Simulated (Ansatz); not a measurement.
Cost and result up the ladder for FeBr2 (3 atoms). Total charge 0; quintet. Geometry: PBE-D4/def2-TZVP.

```xyz
3

Fe    0.000   -0.001    0.000
Br   -1.944    0.987    0.628
Br    1.945   -0.986   -0.629
```

Ansatz on 2 threads of Intel Xeon Platinum 8375C on a shared host. Times are rough, and most runs start from the orbitals of an earlier one. CAM-B3LYP-D4/def2-TZVP serves as the yardstick here, not as an exact answer. Differences are given only for rows in sets of like size (and for xTB, whose basis is part of the method), since another set adds its own error. Binding counts from free atoms at the same level (Fe quintet, Br doublet; other spins of the atoms weren't run), without zero-point energy or a counterpoise term.

LC-ωPBE has ω = 0.4 bohr⁻¹. HSE06 is defined as in plane-wave codes, on full-range PBE exchange. Correlated methods freeze 23 core orbitals; core or outer-core shells of Fe, Br are correlated, in sets that lack core-valence functions. HOMO above LUMO, or a gap near zero within one spin, warns that the state may not be the lowest or that an electron is smeared out.

Run but left out: LDA (SPW92)/def2-TZVP (an occupied level 0.01 eV above an empty one); HF/STO-3G (⟨S²⟩ 6.68, where a pure state has 6.00).

Correlated methods converge slowly with the basis.

```tsv
level	functions	binding energy per atom (eV)	difference from CAM-B3LYP-D4/def2-TZVP (eV)	remarks
LC-ωPBE/def2-TZVP	141	2.51	0.07	–
MP2/def2-TZVP	141	2.45	0.02	–
HSE06-D4/def2-TZVP	141	2.54	0.11	–
revPBE-D4/def2-TZVP	141	2.47	0.03	–
RPA@PBE/def2-TZVP	141	2.09	-0.34	–
B2PLYP/def2-TZVP	141	2.39	-0.04	–
CAM-B3LYP-D4/def2-TZVP	141	2.43	0.00	–
BHLYP-D4/def2-TZVP	141	2.32	-0.12	–
PBE0-D4/def2-TZVP (with forces)	141	2.54	0.10	–
PBE-D4/def2-SVP	95	2.65	–	gap within one spin near zero
PBE-QIDH/def2-TZVP	141	2.50	0.07	–
HF/def2-TZVP	141	1.85	-0.58	–
BLYP-D4/def2-TZVP	141	2.43	-0.01	–
PBE0-D4/def2-SVP	95	2.52	–	–
```

Q: Estimate how long each takes.

A: PBE-D4/def2-SVP 4.6 s; BLYP-D4/def2-TZVP 8 s; MP2/def2-TZVP 9 s; PBE0-D4/def2-SVP 10 s; LC-ωPBE/def2-TZVP 12 s; revPBE-D4/def2-TZVP 12 s; HSE06-D4/def2-TZVP 14 s; HF/def2-TZVP 16 s; RPA@PBE/def2-TZVP 18 s; BHLYP-D4/def2-TZVP 19 s; CAM-B3LYP-D4/def2-TZVP 22 s; PBE0-D4/def2-TZVP (with forces) 31 s; B2PLYP/def2-TZVP 39 s; PBE-QIDH/def2-TZVP 42 s. On shared hardware such times vary by a factor of up to 3.
